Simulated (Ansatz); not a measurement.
Reactions of C$_{3}$H$_{7}$NSi (`C=C[SiH2]C=N`).

Isolated molecules relaxed with PBE0-D4/def2-TZVP in Ansatz; ΔE leaves out vibrations. CBS: MP2 limit from def2 TZ/QZ plus the TZ coupled-cluster correction, frozen cores. This one scheme is used for every species. For As outer-core shells are correlated without core-valence functions, which leaves a few kJ/mol of doubt a bond. Scalar relativity is left out up to krypton. Each species was taken in one conformer, which may not be the lowest.

**Question.** Order these by ΔE at CCSD(T)/CBS, lowest first. (Estimate.)
A. `C=C[SiH2]C=N` + arsine → `C=C[SiH2][AsH2]` + `C=N`
B. `C=C[SiH2]C=N` + `C=CO[SiH2]F` → `C=C[SiH2]O[SiH2]F` + `C=CC=N`
C. `C=C[SiH2]C=N` → `CC([SiH3])=C=N`
D. `C=C[SiH2]C=N` + H₂O → `C=C[SiH2]O` + `C=N`

**Answer.** B (-182.4 kJ/mol), D (-99.1 kJ/mol), A (-44.6 kJ/mol), C (-3.9 kJ/mol).

Largest T1 diagnostic: 0.014, for `CC([SiH3])=C=N`.
